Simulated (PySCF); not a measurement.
Record of a relaxation.

C₆H₇S (charge -1).
Bonds: C1–S2, S2–C3, C3–C4 (aromatic), C4–C5 (aromatic), C5–C6 (aromatic), C6–C7 (aromatic), C3–C7 (aromatic). Hydrogens: H8, H9, H10 on C1; H11 on C4; H12 on C5; H13 on C6; H14 on C7.
Bond orders are those of one Lewis drawing.

Computed by this run: PBE0-D3(BJ)/def2-SVP geometry optimisation, gas phase (PySCF 2.14.0); density fitting, grid level 2; the optimiser is geomeTRIC in internal coordinates, started from a GFN2-xTB structure. The frame can shift and turn from step to step; on so coarse a grid that alone can change the energy by a few meV, and forces under 0.02 eV/Å are noise.

Step 0: E = -17152.3105 eV, largest atomic force 1.306 eV/Å
```
atom  x, y, z in Å  |  force x, y, z in eV/Å
C1      2.525   -0.145    0.805   -0.479  -0.339  -0.677
S2      1.590   -0.866   -0.608    0.054   0.129   0.230
C3     -0.043   -0.330   -0.231    1.161  -0.454  -0.390
C4     -0.971   -1.033    0.546    0.075  -0.456   0.259
C5     -2.113   -0.251    0.622   -0.643  -0.085   0.328
C6     -1.896    0.923   -0.110   -0.538   0.492  -0.030
C7     -0.618    0.876   -0.645    0.231   0.393  -0.267
H8      2.413    0.937    0.786    0.008   0.444   0.074
H9      3.571   -0.421    0.696    0.542  -0.099   0.011
H10     2.120   -0.543    1.733   -0.099  -0.108   0.422
H11    -0.811   -2.000    1.000    0.100  -0.394   0.168
H12    -3.021   -0.505    1.157   -0.353  -0.100   0.187
H13    -2.607    1.732   -0.235   -0.283   0.296  -0.062
H14    -0.140    1.626   -1.260    0.222   0.280  -0.253
```

Step 1: E = -17152.3821 eV, largest atomic force 0.119 eV/Å
```
atom  x, y, z in Å  |  force x, y, z in eV/Å
C1      2.710   -0.177    0.517   -0.017   0.066   0.097
S2      1.731   -0.860   -0.860    0.027  -0.056  -0.083
C3      0.107   -0.322   -0.483   -0.041   0.039   0.059
C4     -0.841   -1.024    0.306    0.034  -0.071   0.015
C5     -2.002   -0.241    0.375   -0.036  -0.024   0.036
C6     -1.782    0.946   -0.366   -0.026   0.052  -0.010
C7     -0.484    0.900   -0.896    0.059   0.034  -0.052
H8      2.634    0.923    0.533    0.022  -0.048   0.010
H9      3.769   -0.466    0.388   -0.061  -0.002  -0.023
H10     2.341   -0.569    1.479    0.036   0.019  -0.034
H11    -0.674   -2.004    0.764   -0.004   0.020  -0.010
H12    -2.923   -0.503    0.907    0.010  -0.001  -0.012
H13    -2.504    1.758   -0.505    0.008  -0.013  -0.006
H14     0.004    1.654   -1.520   -0.011  -0.015   0.011
```

Step 2: E = -17152.3828 eV, largest atomic force 0.051 eV/Å
```
atom  x, y, z in Å  |  force x, y, z in eV/Å
C1      2.709   -0.177    0.518    0.002   0.007   0.011
S2      1.729   -0.861   -0.860    0.024   0.004  -0.006
C3      0.107   -0.317   -0.478    0.007  -0.004   0.024
C4     -0.839   -1.024    0.310    0.004   0.033  -0.038
C5     -2.002   -0.241    0.375   -0.023   0.005   0.008
C6     -1.783    0.947   -0.368   -0.019   0.008   0.007
C7     -0.483    0.904   -0.895    0.005  -0.046   0.004
H8      2.639    0.922    0.537    0.001  -0.004  -0.005
H9      3.763   -0.471    0.381    0.004  -0.003  -0.005
H10     2.346   -0.569    1.482    0.002  -0.004  -0.005
H11    -0.672   -2.003    0.766    0.002   0.007  -0.002
H12    -2.924   -0.506    0.902   -0.004   0.003   0.000
H13    -2.507    1.755   -0.512   -0.003  -0.001   0.001
H14     0.003    1.657   -1.521   -0.001  -0.005   0.005
```

Step 3: E = -17152.3829 eV, largest atomic force 0.051 eV/Å
```
atom  x, y, z in Å  |  force x, y, z in eV/Å
C1      2.715   -0.176    0.519    0.001  -0.017  -0.024
S2      1.731   -0.858   -0.858   -0.020   0.010   0.033
C3      0.108   -0.318   -0.471   -0.037   0.024   0.000
C4     -0.844   -1.022    0.311    0.001  -0.027   0.011
C5     -2.009   -0.241    0.374    0.040   0.012  -0.029
C6     -1.786    0.947   -0.369    0.019  -0.024   0.000
C7     -0.484    0.902   -0.892   -0.015   0.016  -0.006
H8      2.645    0.922    0.542   -0.007   0.016  -0.007
H9      3.768   -0.470    0.372    0.022  -0.003   0.002
H10     2.360   -0.572    1.483   -0.010  -0.010   0.011
H11    -0.679   -2.001    0.767    0.001  -0.012   0.012
H12    -2.933   -0.507    0.896    0.001  -0.002   0.003
H13    -2.510    1.755   -0.518    0.000   0.005   0.000
H14     0.004    1.653   -1.517    0.006   0.013  -0.005
```

Step 4: E = -17152.3831 eV, largest atomic force 0.021 eV/Å
```
atom  x, y, z in Å  |  force x, y, z in eV/Å
C1      2.716   -0.178    0.519   -0.003  -0.002  -0.004
S2      1.729   -0.857   -0.856   -0.006  -0.001  -0.002
C3      0.106   -0.315   -0.471    0.007   0.005   0.003
C4     -0.843   -1.022    0.311   -0.004   0.008  -0.004
C5     -2.007   -0.241    0.373   -0.010  -0.003   0.003
C6     -1.787    0.947   -0.370    0.012  -0.017   0.000
C7     -0.486    0.903   -0.893    0.003   0.007  -0.006
H8      2.646    0.921    0.541   -0.001   0.003   0.001
H9      3.769   -0.472    0.373    0.001   0.000   0.000
H10     2.360   -0.574    1.483    0.000  -0.001   0.004
H11    -0.677   -2.001    0.769    0.000   0.001   0.003
H12    -2.931   -0.507    0.896   -0.002  -0.001   0.002
H13    -2.512    1.754   -0.518    0.001  -0.001   0.001
H14     0.003    1.655   -1.518    0.003   0.003   0.000
```

**Question.** Summarise the path.

**Answer.** The energy falls by 0.0726 eV from step 0 to step 4; nine tenths of that is first reached at step 1. It falls at every step. The largest force goes from 1.306 to 0.021 eV/Å. Among the bonds C3–C7 changes most (a near tie, within 0.001 Å, with another), from 1.400 to 1.419 Å; the atoms move by 0.054 Å rms after alignment.

**Question.** Follow the three bonds and two angles with the largest change from start to end.

**Answer.** 
| step | E above end (eV) | largest force (eV/Å) | C3–C7 (Å) | C3–C4 (Å) | C5–C6 (Å) | C1–S2–C3 (°) | S2–C1–H10 (°) |
| --- | --- | --- | --- | --- | --- | --- | --- |
| 0 | 0.0726 | 1.306 | 1.400 | 1.400 | 1.401 | 100.8 | 108.8 |
| 1 | 0.0010 | 0.119 | 1.419 | 1.419 | 1.417 | 102.7 | 110.3 |
| 2 | 0.0002 | 0.051 | 1.419 | 1.419 | 1.419 | 102.5 | 110.6 |
| 3 | 0.0002 | 0.051 | 1.419 | 1.419 | 1.419 | 102.6 | 110.7 |
| 4 | 0.0000 | 0.021 | 1.419 | 1.419 | 1.419 | 102.7 | 110.6 |

The cost below is that of the whole optimisation. The run took 38 s wall on an Arm Neoverse V1 with one thread, shared host, and the process peaked at 0.70 GiB of memory.
